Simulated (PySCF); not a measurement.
## Carbon: a sound run and one with changed settings

Sound run: C⁺ [He] 2s2 2p1, C²⁺ [He] 2s2. Computed with PySCF 2.14 in cc-pVTZ-DK (4s3p2d1f, 30 functions), with the spin-free X2C one-electron Hamiltonian (Gaussian nucleus). The sound run starts from symmetry-adapted Hartree-Fock orbitals and uses a fine grid where one is needed.

A second run was set up differently.

| species | method | sound run (hartree) | changed run (hartree) | converged |
| --- | --- | --- | --- | --- |
| C⁺ | UHF | -37.30986 | -37.30986 | yes |
| C⁺ | MN15 | -37.41484 | -37.41209 | yes |
| C⁺ | PBE0 | -37.39700 | -37.39672 | yes |
| C²⁺ | UHF | -36.42264 | -36.42264 | yes |
| C²⁺ | MN15 | -36.51802 | -36.51802 | yes |
| C²⁺ | PBE0 | -36.48532 | -36.48532 | yes |

Ionisation energy of C⁺:

| method | sound run (eV) | changed run (eV) |
| --- | --- | --- |
| UHF | 24.142 | 24.142 |
| MN15 | 24.404 | 24.329 |
| PBE0 | 24.808 | 24.800 |

Question: What was changed?
A. angular grid far too coarse
B. minimal basis
C. a valence shell is frozen
D. basis contracted for another Hamiltonian

Answer: A. It used 14 angular points. A coarse angular grid integrates products of high-l functions wrongly, so density functionals can shift, and the SCF can exploit the error; Hartree-Fock and MP2 need no grid.
